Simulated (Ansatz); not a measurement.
Input:

```yaml
crystal:
  periodic: [false, false, false]
  atoms:
    - { symbol: Ga, position_ang: [0.0, 0.0, 0.0] }
    - { symbol: Cl, position_ang: [0.0, 0.0, 2.59] }
    - { symbol: "N", position_ang: [1.6714, 0.0, -0.965] }
    - { symbol: H, position_ang: [2.138, -0.9179, -1.2168] }
    - { symbol: H, position_ang: [2.1227, 0.9179, -1.2432] }
    - { symbol: "N", position_ang: [-1.6714, 0.0, -0.965] }
    - { symbol: H, position_ang: [-2.3403, -0.8164, -0.8664] }
    - { symbol: H, position_ang: [-1.9204, 0.8164, -1.5936] }
    - { symbol: F, position_ang: [0.0896, 1.8959, 0.6306] }
    - { symbol: H, position_ang: [0.0669, 1.4152, 1.7691] }
basis:
  gaussian: { orbitals: def2-SVP }
hamiltonian:
  xc: hf
relax:
  f_tol: 0.15
  max_steps: 25
  restrain:
    - { distance: [0, 8], at: 2.9, k: 30.0 }
    - { distance: [9, 1], at: 2.57, k: 30.0 }
    - { distance: [0, 1], at: 2.24, k: 30.0 }
    - { distance: [9, 8], at: 0.92, k: 30.0 }
```

Launched with:

```bash
$ ansatz run input.yaml --threads 2 --pin off --max-ram 3072MiB --backend cpu --events-out ev --progress --plain --runs-dir out
```

Hardware: 2 threads of Arm Neoverse V1, with other jobs on the host.

Task: Roughly how long does this run take, and how much memory?

Result: 48 s, with a peak of 0.28 GiB, for 20 ionic steps.
